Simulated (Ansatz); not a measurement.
Ansatz (a program for electronic structure) input for V(O)(F)3 cation (F3OV), SMILES [O]=[V]([F])([F])[F] (connectivity only; charge and spin as stated), charge +1, multiplicity 2, PBE0-D3(BJ)/def2-SVP. 

Ansatz 0.2 input:
```yaml
crystal:
  periodic: [false, false, false]
  atoms:
    - {symbol: V, position_ang: [0.00000000, 0.00000000, 0.01275572]}
    - {symbol: O, position_ang: [-0.00000000, -0.00000001, -1.54172559]}
    - {symbol: F, position_ang: [1.34019932, 0.77376444, 0.44594160]}
    - {symbol: F, position_ang: [-0.00000000, -1.54752888, 0.44594161]}
    - {symbol: F, position_ang: [-1.34019932, 0.77376444, 0.44594160]}
basis:
  gaussian:
    orbitals: def2-SVP
hamiltonian:
  xc: pbe0
  dispersion: d3bj
total_charge: 1
magnetization: {spin_polarized: true, initial_magnetization: 1}
relax: {f_tol: 0.002, max_steps: 200}
```

Log of the run:

```
WARN ansatz: RAYON_NUM_THREADS=1 ignored (pool sized by the plan → 1); use --threads N
Functional definition: PBE0
integrals: 0.04 GiB planned
941 factors; integrals over basis functions are off by at most 1.6e-4 eV
mean field: 0.60 GiB planned
mean field evaluation 1: about -35835.4680 eV, gradient 6.7e1 eV
mean field evaluation 2: about -35546.9359 eV, gradient 3.2e2 eV
mean field evaluation 4: about -35847.2153 eV, gradient 2.6e1 eV
mean field evaluation 8: about -35849.5471 eV, gradient 2.1e-1 eV
mean field evaluation 16: about -35849.5978 eV, gradient 9.3e-4 eV
mean field evaluation 32: about -35849.5978 eV, gradient 1.4e-7 eV
mean field -35849.59778905 eV, -1317.4484190176 hartree, gradient 1.9e-10 eV, S^2 0.763343; 2 other end points of the search recorded, 0 dependent functions left out
the calculation of the forces begins
reference -35849.59786660 eV, -1317.4484218673 hartree; 29, 28 occupied and 58, 59 virtual orbitals, 941 factors
relax step   1: F+E_penalty+E_count = -35849.66242812 eV  Δ(F+E_penalty+E_count) = +0.000e0 eV  max|allowed force component| = 7.082e0 eV/Å  Δτ_max = 0.0000 Å  (253 SCF iters, accepted)
these checks for a lower state are left out or cut short: starts, cluster_reference, orbital_swaps, neighbouring_geometries, increment
integrals: 0.04 GiB planned
941 factors; integrals over basis functions are off by at most 1.3e-4 eV
mean field: 0.60 GiB planned
mean field evaluation 64: about -35850.0535 eV, gradient 5.8e-6 eV
mean field -35850.05352196 eV, -1317.4651668929 hartree, gradient 5.8e-6 eV, S^2 0.764915; 0 other end points of the search recorded, 0 dependent functions left out
the calculation of the forces begins
reference -35850.05360481 eV, -1317.4651699377 hartree; 29, 28 occupied and 58, 59 virtual orbitals, 941 factors
relax step   2: F+E_penalty+E_count = -35850.11775912 eV  Δ(F+E_penalty+E_count) = -4.553e-1 eV  max|allowed force component| = 3.079e0 eV/Å  Δτ_max = 0.0637 Å  (77 SCF iters, accepted)
these checks for a lower state are left out or cut short: starts, cluster_reference, orbital_swaps, neighbouring_geometries, increment
integrals: 0.04 GiB planned
941 factors; integrals over basis functions are off by at most 1.3e-4 eV
mean field: 0.60 GiB planned
mean field -35850.17998530 eV, -1317.4698143350 hartree, gradient 3.8e-6 eV, S^2 0.768028; 0 other end points of the search recorded, 0 dependent functions left out
the calculation of the forces begins
reference -35850.18007024 eV, -1317.4698174563 hartree; 29, 28 occupied and 58, 59 virtual orbitals, 941 factors
relax step   3: F+E_penalty+E_count = -35850.24393479 eV  Δ(F+E_penalty+E_count) = -1.262e-1 eV  max|allowed force component| = 5.927e-1 eV/Å  Δτ_max = 0.0609 Å  (74 SCF iters, accepted)
these checks for a lower state are left out or cut short: starts, cluster_reference, orbital_swaps, neighbouring_geometries, increment
integrals: 0.04 GiB planned
941 factors; integrals over basis functions are off by at most 1.2e-4 eV
mean field: 0.60 GiB planned
mean field -35850.18470986 eV, -1317.4699879594 hartree, gradient 8.2e-6 eV, S^2 0.768527; 0 other end points of the search recorded, 0 dependent functions left out
the calculation of the forces begins
reference -35850.18479473 eV, -1317.4699910784 hartree; 29, 28 occupied and 58, 59 virtual orbitals, 941 factors
relax step   4: F+E_penalty+E_count = -35850.24865344 eV  Δ(F+E_penalty+E_count) = -4.719e-3 eV  max|allowed force component| = 3.187e-1 eV/Å  Δτ_max = 0.0436 Å  (73 SCF iters, accepted)
these checks for a lower state are left out or cut short: starts, cluster_reference, orbital_swaps, neighbouring_geometries, increment
integrals: 0.04 GiB planned
941 factors; integrals over basis functions are off by at most 1.3e-4 eV
mean field: 0.60 GiB planned
mean field evaluation 96: about -35850.1902 eV, gradient 1.3e-5 eV
mean field -35850.19021378 eV, -1317.4701902247 hartree, gradient 4.7e-6 eV, S^2 0.769149; 0 other end points of the search recorded, 0 dependent functions left out
the calculation of the forces begins
reference -35850.19029892 eV, -1317.4701933537 hartree; 29, 28 occupied and 58, 59 virtual orbitals, 941 factors
relax step   5: F+E_penalty+E_count = -35850.25411160 eV  Δ(F+E_penalty+E_count) = -5.458e-3 eV  max|allowed force component| = 5.210e-2 eV/Å  Δτ_max = 0.0192 Å  (74 SCF iters, accepted)
these checks for a lower state are left out or cut short: starts, cluster_reference, orbital_swaps, neighbouring_geometries, increment
integrals: 0.04 GiB planned
941 factors; integrals over basis functions are off by at most 1.3e-4 eV
mean field: 0.60 GiB planned
mean field -35850.19061107 eV, -1317.4702048248 hartree, gradient 6.1e-6 eV, S^2 0.769150; 0 other end points of the search recorded, 0 dependent functions left out
the calculation of the forces begins
reference -35850.19069625 eV, -1317.4702079552 hartree; 29, 28 occupied and 58, 59 virtual orbitals, 941 factors
relax step   6: F+E_penalty+E_count = -35850.25450083 eV  Δ(F+E_penalty+E_count) = -3.892e-4 eV  max|allowed force component| = 2.263e-2 eV/Å  Δτ_max = 0.0063 Å  (66 SCF iters, accepted)
these checks for a lower state are left out or cut short: starts, cluster_reference, orbital_swaps, neighbouring_geometries, increment
integrals: 0.04 GiB planned
941 factors; integrals over basis functions are off by at most 1.3e-4 eV
mean field: 0.60 GiB planned
mean field -35850.19068208 eV, -1317.4702074344 hartree, gradient 5.4e-6 eV, S^2 0.769041; 0 other end points of the search recorded, 0 dependent functions left out
the calculation of the forces begins
reference -35850.19076726 eV, -1317.4702105646 hartree; 29, 28 occupied and 58, 59 virtual orbitals, 941 factors
relax step   7: F+E_penalty+E_count = -35850.25457171 eV  Δ(F+E_penalty+E_count) = -7.088e-5 eV  max|allowed force component| = 5.101e-3 eV/Å  Δτ_max = 0.0030 Å  (64 SCF iters, accepted)
these checks for a lower state are left out or cut short: starts, cluster_reference, orbital_swaps, neighbouring_geometries, increment
integrals: 0.04 GiB planned
941 factors; integrals over basis functions are off by at most 1.3e-4 eV
mean field: 0.60 GiB planned
mean field evaluation 128: about -35850.1907 eV, gradient 2.9e-5 eV
mean field -35850.19068220 eV, -1317.4702074388 hartree, gradient 6.1e-6 eV, S^2 0.769017; 0 other end points of the search recorded, 0 dependent functions left out
the calculation of the forces begins
reference -35850.19076737 eV, -1317.4702105688 hartree; 29, 28 occupied and 58, 59 virtual orbitals, 941 factors
relax step   8: F+E_penalty+E_count = -35850.25457282 eV  Δ(F+E_penalty+E_count) = -1.109e-6 eV  max|allowed force component| = 5.626e-4 eV/Å  Δτ_max = 0.0002 Å  (61 SCF iters, accepted)
integrals: 0.04 GiB planned
941 factors; integrals over basis functions are off by at most 1.3e-4 eV
mean field: 0.60 GiB planned
mean field evaluation 160: about -35850.0939 eV, gradient 3.7e0 eV
mean field -35850.19068220 eV, -1317.4702074388 hartree, gradient 6.1e-6 eV, S^2 0.769017; 3 other end points of the search recorded, 0 dependent functions left out
the calculation of the forces begins
reference -35850.19076737 eV, -1317.4702105688 hartree; 29, 28 occupied and 58, 59 virtual orbitals, 941 factors
Total energy: -35850.25465799 eV, -1317.4725585058 hartree
Atom 0 at    -0.000000     0.012967     0.011069 Å, force    -0.000000     0.000168    -0.000563 eV/Å
Atom 1 at     0.000000     0.031218    -1.695014 Å, force    -0.000000     0.000050     0.000525 eV/Å
Atom 2 at     1.383281     0.750831     0.483594 Å, force    -0.000078    -0.000072    -0.000031 eV/Å
Atom 3 at     0.000000    -1.545847     0.525613 Å, force    -0.000000    -0.000073     0.000100 eV/Å
Atom 4 at    -1.383281     0.750831     0.483594 Å, force     0.000078    -0.000072    -0.000031 eV/Å
Dipole moment:     0.000000     0.053929    -0.104832 e Å
```

The run converged.
